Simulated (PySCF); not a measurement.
**Telling isomers of C₅H₈F₃P apart by NMR**

PySCF 2.14.0 with density-fitted response routines calculation with GFN2-xTB geometry and GIAO PBE0/pcSseg-1 shieldings; non-relativistic, no solvent model, one computed conformer, equivalent nuclei averaged.

Chemical shifts δ = σref − σ; TMS for ¹H (31.72 ppm), ¹³C (186.93 ppm), all at this level. Splittings of carbon signals by F and P are missing where no couplings were computed. Where no couplings were computed, multiplicities follow the n + 1 count of equivalent neighbours, and m marks all less simple cases (inequivalent or close neighbours, rings, F or P nearby). Shifts are as computed. Against solution values, carbons near 30 ppm lie about +3 ppm off and those near 130 ppm about +5 ppm. Of 1211 compounds with measured shifts, 218 miss one by over three times the rms of a fit or turn the order of signals round; such compounds aren't used in these exercises.

(1) Tabulate the signals of `C/C=P/CCC(F)(F)F`, `CC(C)/C=P\C(F)(F)F`, `C=C(C)P(C)C(F)(F)F` and their relative energies.

(2) What is the quickest way to tell CC(C)/C=P\C(F)(F)F from C=C(C)P(C)C(F)(F)F?

(3) What is the quickest way to tell C/C=P/CCC(F)(F)F from C=C(C)P(C)C(F)(F)F?

(4) What is the quickest way to tell C/C=P/CCC(F)(F)F from CC(C)/C=P\C(F)(F)F?

Answers

(1) 
| SMILES | carbon types | δC | δH | E rel. (kcal/mol) |
| --- | --- | --- | --- | --- |
| C/C=P/CCC(F)(F)F | 1×C 1×CH 2×CH2 1×CH3 | 202.7, 136.2, 40.0, 26.4, 25.9 | 9.05 (m, 1H), 2.48 (m, 3H), 2.39 (m, 2H), 2.17 (m, 2H) | 0.0 |
| CC(C)/C=P\C(F)(F)F | 1×C 2×CH 2×CH3 | 222.4, 140.2, 41.7, 26.2 | 9.02 (m, 1H), 3.69 (m, 1H), 1.17 (d, 6H) | 7.1 |
| C=C(C)P(C)C(F)(F)F | 2×C 1×CH2 2×CH3 | 155.0, 141.8, 126.3, 25.6, 10.1 | 5.93 (m, 1H), 5.41 (m, 1H), 2.24 (m, 3H), 1.60 (m, 3H) | 2.5 |

Energies are electronic energies at PBE0/pcSseg-1 on these geometries, without zero-point or thermal terms, each for the one conformer computed, which needn't be the lowest.

(2) Count the carbon signals: 4 against 5. The first has a carbon double-bonded to a heavier main-group atom (CH) at 222.4 ppm, the second a terminal =CH2 carbon at 126.3 ppm. Their most deshielded carbons lie at 222.4 and 155.0 ppm. In the proton spectra the most deshielded non-exchanging signals are 9.02 (m, 1H) and 5.93 (m, 1H).

(3) Both give the same number of carbon signals, but DEPT or the intensities differ. The first has a carbon double-bonded to a heavier main-group atom (CH) at 202.7 ppm, the second a terminal =CH2 carbon at 126.3 ppm. Their most deshielded carbons lie at 202.7 and 155.0 ppm. In the proton spectra the most deshielded non-exchanging signals are 9.05 (m, 1H) and 5.93 (m, 1H).

(4) Count the carbon signals: 5 against 4. The first has an sp3 CH2 at 40.0 ppm, the second an sp3 CH at 41.7 ppm. Their most deshielded carbons lie at 202.7 and 222.4 ppm.
